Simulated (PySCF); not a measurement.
Match the calculated data to a structure.

All candidates are C5H6F2.

* Rotational structure: rotational constants A, B, C: 4.179, 1.674, 1.544 GHz [GFN2-xTB]
* UV, first state: lowest singlet excitation: 5.87 eV (211 nm, f = 0.000) [TDDFT PBE0/def2-SVPD]
* Triplet: lowest triplet excitation (Tamm–Dancoff): 4.55 eV [TDA PBE0/def2-SVPD]
* Dipole: 2.39 D [PBE0/def2-SVPD]
* UV, strongest line: among the 6 lowest singlet transitions: S6 at 7.92 eV (157 nm, f = 1.128) [TDDFT PBE0/def2-SVPD]
* 13C NMR: chemical shifts (computed TMS as zero) by class: 220.5 (1 C), 123.3 (1 C), 103.3 (1 C), 81.2 (1 C), 13.3 (1 C) ppm [GIAO PBE0/pcSseg-1]
* NMR, other nuclei: isotropic shieldings of nuclei other than C and H, by class: 303 (2 F) ppm [GIAO PBE0/pcSseg-1]

The electronic properties come from PySCF, for the isolated species, density fitting. Levels stand in brackets. The structure is a single GFN2-xTB conformer in the gas phase; no vibrational or solvent corrections. NMR classes are plain means over equivalent atoms (diastereotopic ones count apart unless rotation or inversion swaps them), as if these changed places fast.

**Question.** Which candidate is it?
A. `C=C=C(C)C(F)F`
B. `F[C@@H]1C=CC[C@@H]1F`
C. `CC1=C(F)[C@@]1(C)F`

**Answer.** A. It is `C=C=C(C)C(F)F`. Numbering: `[CH2:1]=[C:2]=[C:3]([CH3:4])[CH:5]([F:6])[F:7]`. Its formula, C5H6F2, gives 2 degrees of unsaturation: 0 rings and 2 π bonds in the structure found. 5 carbons fall into 5 classes; from least to most shielded: central carbon of cumulated double bonds [C2] (220.5 ppm), CHF2 carbon [C5] (123.3 ppm), outer carbon of cumulated double bonds [C3] (103.3 ppm), outer carbon of cumulated double bonds [C1] (81.2 ppm), methyl carbon [C4] (13.3 ppm). The other shieldings belong to: 303 ppm, fluorine of a CF2 group [F6/F7]. The optimised geometry has point group Cs and is an asymmetric top.

The others, at the same levels:
- `CC1=C(F)[C@@]1(C)F` fails: its computed 13C shifts are 161.0 (1 C), 106.7 (1 C), 83.7 (1 C), 21.7 (1 C), 7.9 (1 C) ppm, rotational constant A is 2.717 GHz (against 4.179 GHz) and smallest rotational constant is 1.717 GHz (against 1.544 GHz).
- `F[C@@H]1C=CC[C@@H]1F` fails: its computed 13C shifts are 140.1 (1 C), 138.8 (1 C), 99.9 (1 C), 92.7 (1 C), 44.6 (1 C) ppm, rotational constant A is 3.722 GHz (against 4.179 GHz) and smallest rotational constant is 1.930 GHz (against 1.544 GHz).

Each candidate is one conformer, not necessarily the lowest. Dipoles, sizes and rotational constants follow the conformer. The torsions of the flexible species, by atom-mapped SMILES:
- `[CH2:1]=[C:2]=[C:3]([CH3:4])[CH:5]([F:6])[F:7]`: C2–C3–C5–F6 121°

The conformers of `F[C@@H]1C=CC[C@@H]1F` aren't listed.
